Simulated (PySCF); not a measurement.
Dipole moment and polarisability of `C[C@@H](O[SiH3])OC(F)F`

Species: C₃H₈F₂O₂Si.
Cartesian coordinates in Å at the GFN2-xTB level; atoms count from 1:
```
atom  x, y, z in Å
C1    -0.2908    1.8614    0.4311
C2    -0.5151    0.3608    0.5026
O3    -0.9155   -0.1961   -0.6847
Si4   -0.1247   -0.2424   -2.1209
O5     0.7212   -0.2094    0.9298
C6     0.6947   -1.5416    1.1343
F7     1.9150   -2.0476    0.9028
F8     0.4150   -1.8335    2.4331
H9     0.5622    2.0596   -0.2110
H10   -0.0881    2.2472    1.4250
H11   -1.1784    2.3356    0.0230
H12   -1.2946    0.1207    1.2455
H13    1.2423   -0.7369   -1.9689
H14   -1.0159   -1.1761   -2.7919
H15   -0.0983    1.0898   -2.7277
H16   -0.0367   -2.0825    0.5080
```

Level: wB97X-D/def2-SVPD (PySCF), static field, nuclei fixed, core orbitals frozen in the response. The polarisability tensor in these axes (au):

```
x   65.31 -3.53  1.49
y   -3.53 73.42 -0.84
z    1.49 -0.84 75.84
```

What are the eigenvalues, a third of the trace, and Δα (Δα² = ½Σ(αi − αj)² over the three pairs)?

Principal values 63.89, 73.90 and 76.78 au; mean 71.52 au = 10.60 Å³ = 11.79 × 10⁻⁴⁰ C²·m²/J; Δα = 11.72 au (16 % of the mean).

What is the dipole moment, and where does it point?

(-1.61, 1.73, -1.66) D, 2.89 D in size, pointing from the negative to the positive side. Measured along this direction, the outermost atoms are F7 and F8 at the negative end and H15 at the positive end.

Orientational against electronic polarisability at 273 K (dilute gas, rigid molecules)?

In Gaussian units μ²/3kT = 73.67 Å³ against 10.60 Å³, a ratio of 6.95; the Debye molar polarisation (4π/3)N_A(α + μ²/3kT) is 212.6 cm³/mol, leaving out the vibrational part.

What depolarisation ratio follows for Rayleigh scattering of linearly polarised light, taking the static tensor?

ρ = 3Δα²/(45ᾱ² + 4Δα²) = 412.1/(230190 + 549.4) = 0.00179.

Traceless (Buckingham) quadrupole moment about the centre of nuclear charge: eigenvalues?

-8.18, 1.16, 7.02 D·Å. The values depend on the origin, since the dipole doesn't vanish. The electronic extent ⟨r²⟩ about the same centre is 1310 bohr², a root-mean-square distance of 2.23 Å for the 74 electrons.

Estimate the molar refractivity from the static electronic polarisability.

Lorentz–Lorenz: R = (4π/3)N_A α = 2.5225 cm³/(mol·Å³) × 10.60 Å³ = 26.7 cm³/mol, in the limit of long wavelengths.

The structure is a single GFN2-xTB conformer in the gas phase; no vibrational or solvent corrections.

The run behind these numbers computed excited states as well. Hardware: one thread, Arm Neoverse N1 (aarch64), shared host with 64 logical CPUs at a one-minute load of 60. Cost: 2.1 min wall, 1.0 GiB resident at most.
